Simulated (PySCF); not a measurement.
ClMg (SMILES [Mg+][Cl]), charge +1, singlet, geometry from GFN2-xTB (such geometries of metal compounds can be far from the true shape). Base run: M062X/def2-SVP (PySCF).

Geometry (Å):
```xyz
2

Mg     0.0000     0.0000    -1.2108
Cl     0.0000     0.0000     0.8547
```
Charge +1, spin multiplicity 1.
All else is at PySCF's defaults.
Base energy -659.79117 Eh.

The base run was repeated with changes; each row names its change, and settings that it needs were set with it.

```
change                               ΔE vs base (mEh)  grid points  electrons on the grid
-----------------------------------  ----------------  -----------  ---------------------
base                                            0.000        37464               28.00000
grids.atom_grid = (99, 590)                     0.009        58936               28.00000
grids.radi_method = delley                     -0.100        36728               28.00000
grids.level = 7                                -0.001       168192               28.00000
grids.atom_grid = (50, 194)                     0.294        12552               28.00002
grids.prune = off                               0.000        69440               28.00000
grids.level = 1                                 0.294        12552               28.00002
grids.atom_grid = (30, 110)                    -0.528         4848               27.99943
grids.level = 2                                -0.076        23280               28.00000
grids.radi_method = gauss_chebyshev            -0.050        36032               28.00000
grids.level = 0                                48.149         3248               27.98915
```
